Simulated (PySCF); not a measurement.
H₇Si₃, SMILES [SiH2][SiH2][SiH3] (connectivity only; charge and spin as stated), charge +1, multiplicity 1.

The structure is a stationary point at B3LYP-D3(BJ)/def2-SVP. The multiplicity is an assumed one; other spin states were not compared. The isomer is the one that the SMILES or the coordinates give; other isomers of the formula were not compared.

Two levels are set side by side: TDDFT-PBE/def2-SVPD (PySCF) and TDDFT-B3LYP/def2-SVPD (PySCF). Vertical, same geometry. The lowest singlet is HOMO→LUMO 94 % with PBE and HOMO→LUMO 92 % with the other functional; states are paired by order. Differences are taken from unrounded values.

| quantity | TDDFT-B3LYP | TDDFT-PBE | TDDFT-PBE minus TDDFT-B3LYP |
|---|---|---|---|
| lowest singlet excitation (eV) | 3.38 | 3.22 | -0.16 |
| lowest triplet excitation (TDA) (eV) | 2.34 | 2.10 | -0.24 |
| first bright state (f over 0.05) (eV) | 3.38 | 3.22 | -0.16 |
| its oscillator strength | 0.11 | 0.10 | -0.01 |

A lower first singlet is the usual sign of a functional without exact exchange. Differences between two approximate levels are no errors against the true value.

Rough cost on one machine, each run with all the roots and properties that it gave: TDDFT-B3LYP against TDDFT-PBE about 3 times.
